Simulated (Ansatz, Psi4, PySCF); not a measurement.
CH5Si, doublet, geometry from GFN2-xTB. Base run: B3LYP5/6-31G** in PySCF.

PySCF was given this input:
```python
from pyscf import gto, scf, dft

mol = gto.Mole()
mol.atom = '''
    C    -0.01711389    0.13861103   -1.25945287
    Si    0.00774095   -0.06609183    0.57241213
    H    -0.92959358    0.22915764   -1.82227983
    H     0.88009381    0.20740535   -1.84926448
    H     0.03350168    1.24334789    1.24448153
    H    -1.19792114   -0.77868484    1.00294438
    H     1.20822931   -0.80760657    0.96706573
'''
mol.basis = '6-31g**'
mol.spin = 1
mol.verbose = 4
mol.build()

mf = dft.UKS(mol)
mf.xc = 'b3lyp5'
mf.kernel()
```

The same geometry, method and basis name were run in Ansatz (an electronic-structure program) and Psi4 and PySCF, at each program's defaults and at the settings that a row names. The base is PySCF at its defaults. Differences at the defaults can come from grids, fitting, cores and function types together.

| code and settings | ΔE vs base (mEh) | basis functions | E (Eh) | SCF cycles | dipole (D) |
|---|---|---|---|---|---|
| PySCF, defaults (exact integrals, its default grid, spherical functions) | 0.000 | 57 | -330.44995 | 9 | 0.62 |
| Psi4, defaults (density fitting with its default set, its default grid, Cartesian functions) | -2.604 | 59 | -330.45256 | 8 | 0.62 |
| Ansatz, defaults (factorised integrals, its default grid, Cartesian functions) | -2.554 | 59 | -330.45251 | - | - |
| PySCF, density fitting with def2-universal-jkfit | -0.043 | 57 | -330.45000 | 9 | 0.62 |
| PySCF, fine grid | 0.000 | 57 | -330.44995 | 9 | 0.62 |
| Psi4, exact integrals, spherical functions, fine grid | 0.000 | 57 | -330.44995 | 11 | 0.62 |
| Ansatz, high accuracy, Cartesian functions as the basis file defines them | -2.553 | 59 | -330.45251 | - | - |

Open shells are given as the SCF converged; they aren't shown to be the lowest states, and a large step between rows can be another state.
